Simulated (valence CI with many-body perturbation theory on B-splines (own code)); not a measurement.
## Questions on Ag IX

Method: relativistic CI+MBPT: three valence electrons over a frozen Dirac-Fock core [Kr], a basis of 7 s, 7 p, 8 d, 6 f, 4 g, 1 h functions for each j, with the one-electron correlation potential Σ1 (screened to all orders), the two-electron term Σ2, the three-electron term Σ3, Breit, model QED; selected single and double excitations, second order for the rest (own B-spline code, finite nucleus).

No measured spectrum was set against this ion. As an estimate, terms of the open shell hold to 2 to 4 % of their energy, and close levels can change places; different configurations can be misplaced against each other by 1,000 to 8,000 cm⁻¹. The list stops below the first excitations out of the core. Only levels of the ground parity were solved; by the run's estimate the other parity begins above the list, which can be wrong where configurations are misplaced.

Names give the largest LS component (configuration and term), which can be under half, so a name can repeat, a term be missing and a line seem to break the LS rules; names also repeat where a configuration has a term twice.

Rates and lifetimes use the calculated energies. Strong lines usually hold to 10 to 20 %, long lifetimes can be off by a factor of two.

Question: What is the ground level?

Answer: 4d³ ⁴F_3/2, composition 95 % 4d³ ⁴F + 4 % 4d³ ²D, g = 0.418.

Question: How is the term ⁴F of the ground level split?

Answer: J = 3/2 at 0, J = 5/2 at 3103, J = 7/2 at 6526, J = 9/2 at 9883 cm⁻¹.

Question: How well does LS coupling describe the low levels?

Answer: Among the lowest 20 levels the leading LS term, summed over configurations, holds 86 % on average. For single configurations the figures are 85 % in LS and 70 % in jj coupling. Terms mix most in the J = 9/2 level at 23152 cm⁻¹, where the leading one holds 48 %.

Question: Name the longest-lived excited levels whose lifetime is computed, and their main decay.

Answer: 4d³ ⁴P_1/2 at 18833 cm⁻¹ lives 2.60 s, mostly by M1 to 4d³ ⁴F_3/2; 4d³ ⁴F_9/2 at 9883 cm⁻¹ lives 1.03 s, mostly by M1 to 4d³ ⁴F_7/2; 4d³ ⁴F_5/2 at 3103 cm⁻¹ lives 801 ms, mostly by M1 to 4d³ ⁴F_3/2.

Question: What is the ionisation energy?

Answer: 146.4 eV; NIST lists 145.1 ± 2.2 eV (theoretical).
